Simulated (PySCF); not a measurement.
One molecule, a ladder of functionals, a line

Molecule: `Cl[SiH2]OC1CC1`, C$_{3}$H$_{7}$ClOSi.

Bonds (- single, = double, # triple, : aromatic): Cl1-Si2 2.075 Å, Si2-O3 1.648 Å, O3-C4 1.392 Å, C4-C5 1.498 Å, C5-C6 1.508 Å, C6-C4 1.491 Å. Si2 carries H7, H8; C4 carries H9; C5 carries H10, H11; C6 carries H12, H13. H10, H13 are cis to O3 on the ring; H11, H12 are trans to O3 on the ring.

GIAO shieldings (ppm, equivalent atoms averaged) in PySCF 2.14.0 with density-fitted response routines on the PBE0-D3(BJ)/def2-SVP geometry, basis pcSseg-1, gas phase, non-relativistic:

```csv
functional,exact exchange (%),σ(Cl1),σ(Si2),σ(O3),σ(C4)
BLYP,0,846.2,347.0,244.7,119.6
BP86,0,853.8,351.8,249.4,124.1
PBE,0,853.0,352.4,248.3,124.5
PBE0,25,884.9,368.4,267.5,132.1
mPW1PW91,25,885.6,367.6,267.6,131.2
BHandHLYP,50,904.1,379.7,279.9,134.8
HF,100,950.0,418.3,306.9,148.2
```

**Question.** Fit each shielding as a line in the percentage of exact exchange.

**Answer.** σ(Cl1) = 854.2 + 0.99 x (rms 4.7 ppm); σ(Si2) = 350.3 + 0.67 x (rms 2.3 ppm); σ(O3) = 249.3 + 0.60 x (rms 2.7 ppm); σ(C4) = 123.5 + 0.25 x (rms 1.9 ppm). The functionals also differ in their semilocal parts, which the line can't hold; Hartree–Fock has no correlation at all.

**Question.** What does the line predict for B3LYP (20 %), and what does the run give?

**Answer.** σ(Cl1): 874.0 predicted, 872.1 computed; σ(Si2): 363.7 predicted, 359.3 computed; σ(O3): 261.3 predicted, 260.6 computed; σ(C4): 128.5 predicted, 126.2 computed ppm.
